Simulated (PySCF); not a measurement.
Ar⁺: excitation energy

Ar⁺ [Ne] 3s2 3p5 (2P) → Ar⁺ [Ne] 3s1 3p5 4s1 (4P), as a difference of total energies. All numbers are calculated (PySCF 2.14, scalar relativity by spin-free X2C-1e, in x2c-TZVPPall with one added diffuse shell each of s, p, d type (6s6p4d1f, 51 functions)). Correlated levels: valence: [Ne] frozen; valence and next inner shell: 1s2 frozen. The calculations carry no spin-orbit coupling.

| method | excitation energy (eV) |
| --- | --- |
| UHF | 33.364 |
| LDA | 31.432 |
| PBE | 31.444 |
| PBE0 | 32.192 |
| r2SCAN | 32.183 |
| revPBE | 31.468 |
| BLYP | 31.360 |
| wB97X | 32.773 |
| B3LYP | 31.998 |
| MP2 (valence) | 31.883 |
| SCS-MP2 (valence) | 31.709 |
| MP2 (valence and next inner shell) | 31.832 |
| SCS-MP2 (valence and next inner shell) | 31.665 |

How much does correlation contribute at MP2 (valence and next inner shell)?

31.832 − (33.364) = -1.532 eV, measured against UHF.

A first-order spin-orbit estimate (lowest level to lowest level, LS coupling) adds -0.008 eV.

The upper state lies above the first ionisation limit, where it may autoionise and the basis confines it. A Rydberg-like electron needs more diffuse functions than a valence basis has.

The promoted electron is Rydberg-like, and one or two diffuse shells describe it only roughly, which tends to raise the upper state.

The Hartree-Fock determinant of the upper state isn't an eigenfunction of L²: it has lost the atom's symmetry, so its energy isn't that of a pure term.
